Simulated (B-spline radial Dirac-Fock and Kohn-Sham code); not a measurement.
Relativistic shifts of the levels of Gd³⁵⁺

System: Gd³⁵⁺, configuration [Ar] 3d10 4s1.

Both columns are ΔSCF binding energies of the configuration average from a B-spline atomic structure program: non-relativistic Hartree-Fock with a point nucleus, and Dirac-Fock with a finite nucleus and the Coulomb interaction alone, averaged over the two j levels with weights 2j+1.

```csv
shell,Hartree-Fock (eV),Dirac-Fock (eV),shift (eV),shift (%)
1s,48930.2,51937.5,+3007.32,+6.15
2s,9066.1,9852.8,+786.71,+8.68
2p,8683.1,8943.4,+260.30,+3.00
3p,2883.4,2961.1,+77.73,+2.70
3d,2578.0,2574.6,-3.42,-0.13
4s,1464.7,1532.4,+67.73,+4.62
```

Relativity binds 1s, 2s, 2p, 3p, 4s more strongly, among those listed most of all 2s in relative terms, and 3d more weakly, because the contracted s and p shells screen the nucleus better.

Values without a named source are computed, but for edge energies of neutral atoms, which are taken from tables.
